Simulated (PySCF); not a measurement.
Ga(H)2(OEt) (C2H7GaO), SMILES CC[O][GaH2].

Coordinates come from a TPSSh-D3(BJ)/def2-SVP optimisation. One conformer was computed; it need not be the lowest.

Computed with PBE/def2-TZVP (PySCF).

Gas-phase values at a fixed geometry.

| Property | Result |
|---|---|
| total energy | -2080.07301 hartree |
| point group | Cs |
| highest occupied level | -6.33 eV |
| lowest empty level | -1.91 eV |
| orbital gap | 4.42 eV |
| dipole moment | 1.11 D |
| quadrupole, principal values (traceless, Buckingham form, about the centre of nuclear charge) | -5.61, 2.21, 3.40 D·Å |
| mean static polarisability | 61.0 bohr³ (9.03 Å³) |
| polarisability, principal values | 46.9, 59.5, 76.5 bohr³ |
